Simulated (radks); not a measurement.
Ga, configuration [Ar] 3d10 4s2 4p1. Method: scalar-relativistic Kohn-Sham, PBE, spin-polarised, spherical densities, finite nucleus; open shells are filled with parallel spins first; Fermi nuclear charge, rms radius 3.9973 fm; computed with a radial shooting solver on a logarithmic mesh with Libxc functionals.

Unscreened Slater integrals over Kohn-Sham orbitals (eV). They are taken over the spin-up orbitals.

| integral | value |
|---|---|
| F0(4p,4p) | 7.3466 |
| F2(4p,4p) | 3.6629 |
| F0(4p,4s) | 8.5172 |
| G1(4p,4s) | 5.1100 |
| F0(4p,3d) | 9.8665 |
| F2(4p,3d) | 1.6093 |
| G1(4p,3d) | 0.62755 |
| G3(4p,3d) | 0.50473 |
| F0(4p,3p) | 9.9550 |
| F2(4p,3p) | 1.2746 |
| G0(4p,3p) | 0.27505 |
| G2(4p,3p) | 0.30835 |
| F0(4s,4s) | 10.480 |
| F0(4s,3d) | 13.490 |
| G2(4s,3d) | 1.3405 |
| F0(4s,3p) | 13.702 |
| G1(4s,3p) | 0.70775 |
| F0(3d,3d) | 31.329 |
| F2(3d,3d) | 14.360 |
| F4(3d,3d) | 8.9099 |
| F0(3d,3p) | 33.500 |
| F2(3d,3p) | 15.721 |
| G1(3d,3p) | 19.354 |
| G3(3d,3p) | 11.754 |
| F0(3p,3p) | 36.232 |
| F2(3p,3p) | 18.077 |

Derived for the open shells (J is the average intra-shell exchange parameter used in DFT+U). 4p: J = F2/5 = 0.7326 eV.
